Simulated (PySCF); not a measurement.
**`C1CC[Si@@H](C=O)O1`, C4H8O2Si**

Molfile (atoms numbered from 1):
```
C4H8O2Si
     RDKit          3D

 15 15  0  0  0  0  0  0  0  0999 V2000
    3.5859    0.8486    0.1166 O   0  0  0  0  0  0  0  0  0  0  0  0
    2.4601    0.8782   -0.3065 C   0  0  0  0  0  0  0  0  0  0  0  0
    0.9283    0.3666    0.7174 Si  0  0  2  0  0  4  0  0  0  0  0  0
    0.0301   -1.2209    0.1578 C   0  0  0  0  0  0  0  0  0  0  0  0
   -1.4216   -0.7747    0.3297 C   0  0  0  0  0  0  0  0  0  0  0  0
   -1.4946    0.6987   -0.0751 C   0  0  0  0  0  0  0  0  0  0  0  0
   -0.3056    1.3562    0.3081 O   0  0  0  0  0  0  0  0  0  0  0  0
    2.2833    1.2354   -1.3456 H   0  0  0  0  0  0  0  0  0  0  0  0
    1.2076    0.4135    2.1497 H   0  0  0  0  0  0  0  0  0  0  0  0
    0.2312   -1.4561   -0.8883 H   0  0  0  0  0  0  0  0  0  0  0  0
    0.2377   -2.1142    0.7395 H   0  0  0  0  0  0  0  0  0  0  0  0
   -2.1181   -1.3695   -0.2610 H   0  0  0  0  0  0  0  0  0  0  0  0
   -1.6975   -0.8619    1.3813 H   0  0  0  0  0  0  0  0  0  0  0  0
   -1.5970    0.7985   -1.1608 H   0  0  0  0  0  0  0  0  0  0  0  0
   -2.3340    1.2095    0.4030 H   0  0  0  0  0  0  0  0  0  0  0  0
  1  2  2  0
  2  3  1  0
  3  4  1  0
  4  5  1  0
  5  6  1  0
  6  7  1  0
  7  3  1  0
  2  8  1  0
  3  9  1  1
  4 10  1  0
  4 11  1  0
  5 12  1  0
  5 13  1  0
  6 14  1  0
  6 15  1  0
M  END
```

Theory: GIAO B3LYP/pcSseg-1 magnetisability, rotational g tensor and spin-rotation constants, non-relativistic, gas phase (PySCF). Geometry: GFN2-xTB.

(1) Give the nuclear spin-rotation constants along the inertial axes (H = +C I·J) beside the isotropic shieldings.

(2) How do the rotational constants and the g tensor change when H8, H9, H10, H11, H12, H13, H14, H15 are replaced by deuterium?

Results:

(1) Rotational constants 5.2958, 1.3625, 1.1989 GHz. A star marks the isotopologue with that one atom substituted, in its own axes.
| atom | isotope | Caa (kHz) | Cbb (kHz) | Ccc (kHz) | mean (kHz) | σ (ppm) |
| --- | --- | --- | --- | --- | --- | --- |
| H8 | 1H | -0.282 | -0.065 | 0.113 | -0.078 | 19.7 |
| H9 | 1H | -0.480 | -0.134 | 0.061 | -0.184 | 27.4 |
| H10 | 1H | -0.582 | -0.144 | 0.009 | -0.239 | 30.8 |
| H11 | 1H | -0.610 | 0.004 | -0.116 | -0.241 | 30.8 |
| H12 | 1H | -0.174 | -0.122 | -0.078 | -0.125 | 29.7 |
| H13 | 1H | -0.481 | -0.156 | 0.017 | -0.207 | 30.0 |
| H14 | 1H | -0.555 | -0.126 | 0.063 | -0.206 | 27.6 |
| H15 | 1H | -0.170 | -0.058 | -0.077 | -0.102 | 27.2 |
| O1 | 17O* | -7.965 | -0.243 | -0.972 | -3.060 | -619.6 |
| C2 | 13C* | 3.123 | 0.447 | 0.681 | 1.417 | -65.0 |
| Si3 | 29Si* | -3.263 | -0.830 | -0.788 | -1.627 | 355.0 |
| C4 | 13C* | 0.681 | 0.188 | 0.188 | 0.352 | 169.2 |
| C5 | 13C* | 0.861 | 0.207 | 0.223 | 0.430 | 151.7 |
| C6 | 13C* | 1.015 | 0.330 | 0.320 | 0.555 | 106.9 |
| O7 | 17O* | -0.686 | -0.065 | -0.085 | -0.279 | 295.9 |

For the geometry as given, no vibrational averaging.

(2) Constants 4.2184, 1.2228, 1.0843 GHz; g -0.0763, -0.0187, -0.0177, against -0.0957, -0.0204, -0.0195 before.
